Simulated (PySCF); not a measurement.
Bond curve of SnBr⁺

Set-up: basis Sn def2-TZVPPD with ECP28, Br def2-TZVPPD; scalar-relativistic core potentials; PySCF 2.14. Energies in eV from Sn⁺ + Br in their ground configurations at the same level. State: ¹Σ⁺ (singlet), closed shell.

Curves on a restricted Hartree–Fock reference rise too fast on stretching and do not dissociate correctly.

```
R (Å)  RHF-CCSD  RHF-CCSD(T)  revPBE    BLYP
2.071                         -2.325  -2.255
2.167    -3.002       -3.158  -3.160  -3.114
2.264    -3.417       -3.582  -3.634  -3.609
2.336    -3.556       -3.728  -3.818  -3.809
2.408    -3.585       -3.764  -3.894  -3.899
2.480    -3.532       -3.719  -3.888  -3.907
2.577    -3.369       -3.567  -3.786  -3.823
2.697    -3.068       -3.281  -3.559  -3.616
2.841    -2.629       -2.861  -3.205  -3.285
3.034                         -2.678  -2.787
```

Q: Put a parabola through the three lowest points of the RHF-CCSD curve and estimate Re, k and ωe (reduced mass 47.59 u; 1 eV/Å² = 0.16022 mdyn/Å; ωe = 1302.8·√(k/μ) cm⁻¹).

A: Through R = 2.336, 2.408, 2.48 Å the second-order coefficient is 7.91 eV/Å², so Re ≈ 2.397 Å, k ≈ 2.53 mdyn/Å and ωe ≈ 301 cm⁻¹. A polynomial fit of higher order to the unrounded RHF-CCSD energies gives Re = 2.394 Å, k = 2.65 mdyn/Å, ωe = 307 cm⁻¹; anharmonicity and rounding make the difference.

The higher-order fit for each curve: RHF-CCSD: Re = 2.394 Å, ωe = 307 cm⁻¹, De = 3.59 eV; RHF-CCSD(T): Re = 2.401 Å, ωe = 303 cm⁻¹, De = 3.76 eV; revPBE: Re = 2.437 Å, ωe = 283 cm⁻¹, De = 3.90 eV; BLYP: Re = 2.451 Å, ωe = 276 cm⁻¹, De = 3.91 eV.

Correlated steps freeze 13 core orbitals. These are scalar-relativistic numbers at best; spin–orbit coupling would shift them, the dissociation energy most. For an ion De counts to the pair picked by the measured ionisation energies or electron affinities, which need not be the lowest pair at this level. Where the molecule has an RHF reference, its open-shell atoms are computed with UHF.
